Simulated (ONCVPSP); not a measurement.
# carbon (C), ONCV: configuration errors across variants

```
Element                 : carbon
Generator               : ONCVPSP 4.0.1
Type                    : optimised norm-conserving Vanderbilt (ONCV)
Functional              : PBE
Relativity              : scalar-relativistic
Frozen core             : [He]
Valence charge          : 4
Reference configuration : 2s2 2p2
Partial waves           : 2s: rc 1.10 bohr, ncon 3, nbas 7, qcut 6.6 1/bohr, 2 projectors, debl 0.3 Ha; 2p: rc 3.20 bohr, ncon 3, nbas 6, qcut 5.1 1/bohr, 3 projectors, debl 2 Ha; d scattering state at 0.13 Ha: rc 3.30 bohr, ncon 4, nbas 9, qcut 2.6 1/bohr, 2 projectors, debl 0.3 Ha
Local potential         : polynomial inside 1.05 bohr (lpopt 5, dvloc0 6 Ha)
Core correction         : Teter function, fcfact 3.25, rcfact 1.45
```

In the s channel the program set the typed energies aside and used -0.505, 0.250 Ha.

All-electron excitation energies from the reference (eV): (1) 2s2 2p1 10.861; (2) 2s2 2p0 35.017; (3) 2s1 2p0 83.211; (4) 2s0 2p4 16.975.

1 further variants failed, have other tests or another functional or relativity, and are left out.

Errors AE − PS in meV (a dash: test not solved or not reliable):

```csv
change,(1),(2),(3),(4),bound ghosts,GHOST(+) flags above zero
base,+205,+1459,+2776,-194,none,none
"local potential polynomial inside 1.05 bohr (lpopt 5, dvloc0 8.5 Ha)",+205,+1459,+2776,-194,none,none
"core correction Teter function, fcfact 1.5, rcfact 1.45",+204,+1448,+2718,-189,none,none
d: rc 4.9,+205,+1459,+2776,-194,none,d
s: qcut 9.3; p: qcut 7.2; d: qcut 3.7,+175,+1254,+2411,-150,none,none
d: qcut 2.9,+205,+1459,+2776,-194,none,none
```

(1) Give the same row for: p: nbas 7.

## Answers

(1) +181, +1320, +2514, -169; bound ghosts: none; GHOST(+) flags above zero: none.
